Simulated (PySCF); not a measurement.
## Shapes and spin states of RuO₃

All numbers come from PySCF, PBE0, basis Ru def2-TZVP with ECP28, O def2-TZVP (scalar-relativistic core potentials, no spin–orbit coupling, density fitting).

Relaxations began from a few typed shapes and spin states; open shells are unrestricted. The search is not exhaustive: other isomers or separated fragments can lie lower, and high-lying points may rest on an excited occupation.

Order these stationary points by electronic energy, lowest first, in kJ/mol from the lowest minimum.
A. singlet D3h: Ru–O 1.660 Å (×3); O–Ru–O 120.0° (×3)
B. triplet C2v: Ru–O 1.672 Å, Ru–O 1.695 Å (×2); O–Ru–O 111.0°, O–Ru–O 124.5° (×2)

A (0.0), B (50.4).

Which of them are minima?

By energy in kJ/mol, 0.0: minimum; 50.4: minimum.

Formally Ru is in oxidation state +6, d2, with 0 unpaired electrons (the high-spin count would be 2). The polar-tensor charge on Ru, 1.49, is far below the formal one.
